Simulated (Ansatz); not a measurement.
C₄H₈Cl₂F₂Si₂ (`C[Si](C)(Cl)/C=C\[Si](F)(F)Cl`), relaxed with RKS PBE-D4/def2-SVP in the Gaussian-basis code of Ansatz from a rough embedded geometry. The force threshold is 0.03 eV/Å; the program also tests the step.

Charge 0, multiplicity 1.

Start:

```xyz
18

C     1.049    1.939   -0.618
Si    0.972    0.059   -0.826
C     1.766   -0.803    0.571
Cl    1.976   -0.448   -2.457
C    -0.738   -0.557   -1.191
C    -1.827   -0.695   -0.400
Si   -2.120   -0.275    1.383
F    -3.659    0.167    1.592
F    -1.096    0.843    1.832
Cl   -1.700   -2.030    2.351
H     0.581    2.371   -1.537
H     2.050    2.251   -0.549
H     0.445    2.214    0.179
H     1.705   -1.916    0.493
H     1.331   -0.507    1.555
H     2.830   -0.585    0.682
H    -0.846   -0.915   -2.208
H    -2.719   -1.113   -0.854
```

```csv
step,energy (eV),largest force (eV/Å),largest move (Å)
1,-50469.9011,3.079,0.000
2,-50470.4309,1.196,0.197
3,-50470.5138,0.638,0.092
4,-50470.5294,0.238,0.045
5,-50470.5353,0.117,0.031
6,-50470.5368,0.034,0.012
7,-50470.5372,0.028,0.013
```

End:

```xyz
18

C     0.995    1.929   -0.668
Si    0.968    0.060   -0.825
C     1.688   -0.822    0.669
Cl    2.123   -0.477   -2.500
C    -0.773   -0.558   -1.272
C    -1.863   -0.722   -0.480
Si   -1.980   -0.374    1.329
F    -3.467    0.167    1.690
F    -0.928    0.791    1.782
Cl   -1.607   -2.009    2.515
H     0.601    2.410   -1.584
H     2.031    2.289   -0.501
H     0.370    2.233    0.196
H     1.573   -1.920    0.577
H     1.194   -0.488    1.602
H     2.770   -0.590    0.748
H    -0.896   -0.815   -2.344
H    -2.799   -1.103   -0.933
```

Run time 22 s (4 threads of an AMD EPYC 7R13 on a shared host and a share of an NVIDIA H100 80 GB); peak host memory 0.86 GiB.
